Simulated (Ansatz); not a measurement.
Total energies of Si₃₂H₃₈, a nanocrystal cut from hexagonal silicon from Ansatz at PBE0-D4/def2-TZVP, gas phase (1 Eh = 27.2114 eV = 2625.5 kJ/mol). The reference geometry is relaxed at PBE-D4/def2-SVP.

```tsv
state	geometry	energy (Eh)
charge 0 singlet	reference	-9283.70547
charge 1 doublet	reference	-9283.42715
charge -1 doublet	reference	-9283.74864
free Si atom (triplet)	–	-289.24943
free H atom (doublet)	–	-0.50104
```

Single mean-field runs in def2-TZVP are fitted with def2-universal-jkfit.

**Question.** Work out the vertical ionisation energy to the doublet.

**Answer.** E(charge 1 doublet) − E(charge 0 singlet) = -9283.42715 − (-9283.70547) = 0.27832 Eh = 7.57 eV. For comparison, −ε of the highest occupied level is 6.65 eV at this level, 0.92 eV less.

**Question.** Work out the vertical electron affinity, to the doublet.

**Answer.** E(charge 0 singlet) − E(charge -1 doublet) = -9283.70547 − (-9283.74864) = 0.04317 Eh = 1.17 eV. The basis lacks diffuse functions, which makes affinities too small.

**Question.** Give the fundamental gap IE − EA, the Mulliken electronegativity (IE + EA)/2 and the hardness (IE − EA)/2.

**Answer.** From the values in Eh: IE − EA = 0.27832 − 0.04317 = 0.23515 Eh = 6.40 eV; (IE + EA)/2 = 4.37 eV; (IE − EA)/2 = 3.20 eV. The HOMO–LUMO gap of the same run is 4.76 eV, 1.64 eV smaller than the fundamental gap.

**Question.** What is the binding energy per atom against free atoms?

**Answer.** Atoms: 32 × (-289.24943) + 38 × (-0.50104) = -9275.02128 Eh. Binding: -9275.02128 − (-9283.70547) = 8.68419 Eh = 236.31 eV, or 3.38 eV for each of 70 atoms (no zero-point energy, no counterpoise term).
